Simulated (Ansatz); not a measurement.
Consider the formal exchange of groups at the Se–B bond: `[SiH3][Se]BCl` + `N[SiH3]` → `N[SiH2][Se][SiH3]` + `BCl`.

Computed with Ansatz on PBE0-D4/def2-TZVP structures; ΔE is electronic, products minus reactants. CCSD(T)/CBS is the MP2 limit (def2-TZVPP, def2-QZVPP) plus CCSD(T) − MP2 in def2-TZVPP, frozen cores. This one scheme is used for every species. For Se outer-core shells are correlated without core-valence functions, which leaves a few kJ/mol of doubt a bond. Scalar relativity is left out up to krypton. One conformer a species, not always the lowest.

```tsv
species	CCSD/def2-TZVPP energy (Eh)
`[SiH3][Se]BCl`	-3176.13695
`N[SiH3]`	-346.73355
`N[SiH2][Se][SiH3]`	-3037.15574
`BCl`	-485.71544
```

Work out ΔE.

ΔE = (-3037.15574) + (-485.71544) − (-3176.13695) − (-346.73355) = -0.00068 Eh = -0.02 eV. CCSD(T)/CBS gives -0.04 eV.

Largest T1 diagnostic among the species: 0.012.

The D4 term adds −0.05 eV with B3LYP and −0.03 eV with PBE0; it sums over pairs of atoms, weighted by their polarisabilities, and B3LYP, whose exchange is more repulsive, gets the larger term. In def2-TZVPP, CCSD(T) changes the Hartree–Fock value by +0.09 eV (the triples alone add +0.01 eV) and MP2 by +0.09 eV. From PBE to PBE0 (25 % exact exchange), in def2-TZVPP and without D4, ΔE moves by −0.04 eV.

B3LYP here is the variant with VWN-RPA as its local correlation; programs differ in this.
